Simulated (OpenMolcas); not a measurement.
## Ti2+: effect of the metal basis

Ti2+ with its 8 nearest fluoride ions at 2.323 Å, on the Ca site of CaF2 (a = 5.46294 Å, distance in the model lattice 2.366 Å). The rest of the host is ab initio model potentials to 7.6 Å and point charges beyond; the distance is set by hand and nothing relaxes.

| Item | Value |
| --- | --- |
| Program | OpenMolcas 26.06 |
| Method | SS-CASPT2, IPEA 0.25 Eh, imaginary shift 0.1 Eh (closed shells correlated: 3s 3p and the ligand valence shells) |
| Spin-orbit coupling | RASSI with atomic mean-field integrals over the reference wave functions |

Fixed: ligand basis ANO-RCC-VDZP, active space 2 electrons in 5 orbitals (3d), DKH2 Hamiltonian.

States (labels of O, the rotations of Oh). Energies in cm-1 above the lowest state or level, χT in cm3 K/mol.

```json
{"Run": "A", "Metal basis": "ANO-RCC-VDZP", "Ground state": "3A2", "First state of that spin": "3T2 6590", "First gap with spin-orbit (degeneracies)": "6530 (3, 1)", "χT at 300 K": "1.018", "First state of another spin": "1E 9670", "Cost": "roughly 2.3 core-minutes"}
{"Run": "B", "Metal basis": "ANO-RCC-VTZP", "Ground state": "3A2", "First state of that spin": "3T2 6360", "First gap with spin-orbit (degeneracies)": "6300 (3, 1)", "χT at 300 K": "1.018", "First state of another spin": "1E 9190", "Cost": "roughly 3 core-minutes"}
```

Against A, the first state of the same spin changes by -3.5 % in B.

Costs are those of the CASPT2 steps.

Roots that are degenerate in the reference are averaged as groups; the widest CASPT2 spread within a group is 590 cm-1 (the 3-fold group of multiplicity 1 near 20200 cm-1 above the lowest state of its run, B). Shifts and gaps below about the spread of the groups concerned are not significant. Over all roots computed the reference weight is 0.69 to 0.70 in A, 0.69 to 0.70 in B; a low but even weight reflects the number of correlated electrons. Ligand-to-metal charge-transfer states are missing. These CASPT2 states fit no ligand-field parameters well, so their order and spin gaps are uncertain. With no ligand orbital active B as a rule stays too high, so bands that hang on it stand too high and its fall with covalency is understated. With one d shell and no ligand orbital active, 10Dq can be off by tens of per cent for divalent 3d ions, low with halides held by bare charges and at times high in hosts. Free-ion shares, where given, are those of the reference states; single-state CASPT2 does not remix them. No measured value stands beside these numbers; the geometry was set by hand and not optimised.
